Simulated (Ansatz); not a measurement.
`CN[SiH](F)OC` + `ClBCl` → `CO[SiH2]F` + `CNB(Cl)Cl`  (redistribution)

Calculated with Ansatz (gas phase, PBE0-D4/def2-TZVP geometries, no zero-point term in ΔE). CCSD(T)/CBS is the MP2 limit (def2-TZVPP, def2-QZVPP) plus CCSD(T) − MP2 in def2-TZVPP, frozen cores. This one scheme is used for every species. DFT in def2-TZVPP. One conformer a species, not always the lowest.

```
             level  ΔE (kJ/mol)
           PBE0-D4        -61.0
CCSD(T)/def2-TZVPP        -57.3
```

Task: What does CCSD(T)/CBS give? (Best estimate.)

Result: The calculation gave: -57.5 kJ/mol. The listed levels differ from it by -3.5, 0.2 kJ/mol.

Largest T1 diagnostic among the species: 0.012.
